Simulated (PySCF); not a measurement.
C₃H₇BO₂, SMILES O1B([C@@H](C1)C)O.

Geometry: B3LYP-D3(BJ)/def2-SVP. The structure was generated by enumeration; whether it is a known compound was not checked. One conformer was computed; it need not be the lowest.

These are PBE/def2-TZVP run with PySCF values and carry that method's errors.

Isolated molecule, no solvent.

total energy: -293.66178 hartree
highest occupied level: -6.63 eV
lowest empty level: -0.27 eV
orbital gap: 6.36 eV
dipole moment: 2.81 D
quadrupole, principal values (traceless, Buckingham form, about the centre of nuclear charge): -8.73, 1.18, 7.56 D·Å
mean static polarisability: 56.2 bohr³ (8.32 Å³)
polarisability, principal values: 47.3, 58.7, 62.5 bohr³
